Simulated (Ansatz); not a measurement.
Born–Oppenheimer molecular dynamics of C2H5MgSi (9 atoms, charge 1, multiplicity 1). It starts at the highest image of a converged band. Of that band: Neighbouring images differ by up to 2.2 eV, so the band resolves the path poorly. A vibrational analysis at the climbing image gives one clearly imaginary mode, 866i cm⁻¹: a first-order saddle point.

Computed with UKS PBE0-D4/def2-SVP (Ansatz).

```
ensemble                      : NVE (velocity Verlet)
time step                     : 0.5 fs
steps asked                   : 200
starting velocities drawn for : 300 K
seed                          : 4477
```

First frame:

```xyz
9
Properties=species:S:1:pos:R:3
Mg -0.872 2.503 -1.387
C -0.682 0.748 -0.382
C 0.316 0.310 0.515
Si 0.520 -1.394 0.871
H 0.066 1.096 -1.975
H -1.284 -0.030 -0.882
H 0.889 1.037 1.103
H 1.308 -1.872 2.030
H -0.261 -2.396 0.108
```

(1) How far do the bonds stretch over the last three quarters of this one trajectory? (Pairs bonded in most of those frames.)

Answers

(1) 
```json
{"bond": "Mg1–C2", "mean (Å)": "2.505", "spread (Å)": "0.235", "shortest": "2.04", "longest": "2.78"}
{"bond": "C2–C3", "mean (Å)": "1.436", "spread (Å)": "0.059", "shortest": "1.32", "longest": "1.52"}
{"bond": "C2–H5", "mean (Å)": "1.153", "spread (Å)": "0.128", "shortest": "0.95", "longest": "1.35"}
{"bond": "C2–H6", "mean (Å)": "1.115", "spread (Å)": "0.040", "shortest": "1.03", "longest": "1.20"}
{"bond": "C3–Si4", "mean (Å)": "1.786", "spread (Å)": "0.068", "shortest": "1.67", "longest": "1.93"}
{"bond": "C3–H7", "mean (Å)": "1.105", "spread (Å)": "0.015", "shortest": "1.08", "longest": "1.13"}
{"bond": "Si4–H8", "mean (Å)": "1.489", "spread (Å)": "0.055", "shortest": "1.41", "longest": "1.57"}
{"bond": "Si4–H9", "mean (Å)": "1.489", "spread (Å)": "0.029", "shortest": "1.44", "longest": "1.54"}
```

Mean temperature of the second half: 1436 K. The conserved energy stayed within 1.1 meV per atom of its start (net change -0.61 meV per atom), so the integration is sound. The system heated up, since it started high on the potential surface and ran downhill. A run of 0.1 ps of so small a system gives no equilibrium averages. Limits of this set-up: the dipole of an ion depends on the origin.

The run took 12 min on 2 threads of Arm Neoverse V2, with other jobs on the host, peak memory 0.27 GiB.
